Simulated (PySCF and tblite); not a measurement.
C₈H₅FOS, numbered as in [OH:1][c:2]1[cH:3][c:4]2[cH:5][c:6]([F:7])[cH:8][cH:9][c:10]2[s:11]1. The ensemble was built from 60 distance-geometry starts (ETKDG and KDG, MMFF94s, GFN2-xTB) and rests on GFN2-xTB geometries. Free energies are PBE0-D3(BJ)/def2-SVP (IEF-PCM, dimethylsulfoxide) single points with GFN2-xTB rigid-rotor and vibrational terms (modes under about 100 cm⁻¹ blended into free rotors). Symmetry numbers and mirror images are counted. Conformers within 2.5 kcal/mol (GFN2-xTB free energy) were kept, 2 at most. GIAO shieldings: KT2/pcSseg-1 (IEF-PCM, dimethylsulfoxide). Shifts are against TMS (¹H), TMS (¹³C) at the same level. Programs: PySCF with density fitting and tblite.

Torsions listed: H1–O1–C2–S11.

Two conformers hold nearly all the population. I: 0°; δ(C2) = 162.77 ppm. II: 180°; δ(C2) = 165.94 ppm. The average over the ensemble at 298.15 K is 165.22 ppm.

What populations and free-energy difference follow from a two-state model?

p(I) = (165.22 − 165.94)/(162.77 − 165.94) = 0.23, so K = p(II)/p(I) = 3.40 and G(II) − G(I) = −RT ln K = -0.73 kcal/mol. The weights computed directly are 22.8 % and 77.2 %.

Other tautomers (keto or thione forms) aren't considered and may dominate.


Conformer gaps in def2-SVP on xTB geometries can be 2 kcal/mol too large for S=O, P=O and other polar bonds.